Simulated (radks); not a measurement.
Results of a calculation; reference values are marked as such.
Coulomb parameter of the 3d shell of the zinc ion Zn2+ in the model configuration [Ar] 3d9 4s1, as a second difference U = [E(n + 1) + E(n - 1) - 2 E(n)] / (1)^2 with all orbitals relaxed. "Bare": the charge of the atom changes with n. "Screened": the 4s shell takes up the change at fixed total charge, which measures U(3d,3d) + U(4s,4s) - 2 U(3d,4s). Code: a radial shooting solver on a logarithmic mesh with Libxc functionals. Model: scalar-relativistic Kohn-Sham, PBE, spin-unpolarised, spherical densities, finite nucleus; Fermi nuclear charge, rms radius 3.9283 fm.

case	configuration	E - E(n) (eV)
start	[Ar] 3d9 4s1	0.000
bare +1	[Ar] 3d10 4s1	-28.568
bare -1	[Ar] 3d8 4s1	48.299
screened +1	[Ar] 3d10	-10.125
screened -1	[Ar] 3d8 4s2	15.301

U(bare) = 19.731 eV, U(screened by 4s) = 5.176 eV, against the Slater integral F0(3d,3d) = 30.392 eV with frozen orbitals.
